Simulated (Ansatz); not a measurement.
Start from `C=[N][GeH3]` and change one atom or group to get `C=[N][GaH2]`.

Ansatz, PBE0-D4/def2-TZVP geometries, multiplicity 1. 

Scalar relativity is left out up to krypton.

```tsv
property	`C=[N][GeH3]`
HOMO energy (B3LYP/def2-TZVPP) / eV	-6.89
size of the dipole moment (PBE/def2-TZVPP) / D	1.27
HOMO–LUMO gap (B3LYP/def2-TZVPP) / eV	5.95
ideal-gas entropy at 298 K and 1 bar (rigid rotor, harmonic PBE0-D4/def2-TZVP) / J/(mol·K)	295
LUMO energy (B3LYP/def2-TZVPP) / eV	-0.94
zero-point energy (PBE0-D4/def2-TZVP) / kJ/mol	140.3
```

Question: What does the change do to each property? (Best estimate.)

Answer: Computed: 
```json
{"property": "HOMO energy (B3LYP/def2-TZVPP) / eV", "`C=[N][GaH2]`": "-6.43", "shift": "0.46"}
{"property": "size of the dipole moment (PBE/def2-TZVPP) / D", "`C=[N][GaH2]`": "1.10", "shift": "-0.17"}
{"property": "HOMO–LUMO gap (B3LYP/def2-TZVPP) / eV", "`C=[N][GaH2]`": "5.21", "shift": "-0.74"}
{"property": "ideal-gas entropy at 298 K and 1 bar (rigid rotor, harmonic PBE0-D4/def2-TZVP) / J/(mol·K)", "`C=[N][GaH2]`": "300", "shift": "5"}
{"property": "LUMO energy (B3LYP/def2-TZVPP) / eV", "`C=[N][GaH2]`": "-1.22", "shift": "-0.28"}
{"property": "zero-point energy (PBE0-D4/def2-TZVP) / kJ/mol", "`C=[N][GaH2]`": "112.6", "shift": "-27.7"}
```

With PBE0 the HOMO rises by 0.49 eV and the LUMO falls by 0.27 eV, so the gap narrows by about 0.76 eV. PBE moves the HOMO by 0.31 eV and ωB97M-V by 0.53 eV. The zero-point energy changes by -27.7 kJ/mol with -3 modes. Dipoles are sizes alone; their direction can turn.

B3LYP here is the variant with VWN-RPA as its local correlation; programs differ in this.
